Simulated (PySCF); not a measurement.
# From a computed spectrum to the compound

A species of 7 atoms with charge -1 has these harmonic modes (PBE, small Gaussian bases with core potentials, PySCF 2.14.0):

```tsv
cm⁻¹	km/mol	symmetry
32	5.1	e
32	5.1	e
81	3.5	a
95	2.1	e
95	2.1	e
146	5.1	a
231	56.0	e
231	56.0	e
246	21.1	a
540	0.6	a
541	3.3	e
541	3.3	e
2588	25.1	a
2588	28.8	e
2588	28.8	e
```

Problem. Which species is it, and in which structure?

Solution. [Pb(SH)3]− (singlet):
```xyz
7

Pb    0.0000    0.0000    0.4149
S     2.3357   -0.3755   -0.8968
H     2.9458    0.5406   -0.0889
S    -0.8426    2.2105   -0.8968
H    -1.9411    2.2809   -0.0889
S    -1.4931   -1.8350   -0.8968
H    -1.0048   -2.8214   -0.0889
```
Ideal gas at 298.15 K and 1 bar: S = 430.7 J/(mol K), Cp = 119.4 J/(mol K), H − H(0 K) = 27.7 kJ/mol (rigid rotor, harmonic modes, spin degeneracy alone; the modes under 60 cm⁻¹ make these uncertain). 
 The answer isn't unique; the calculation gave this one.
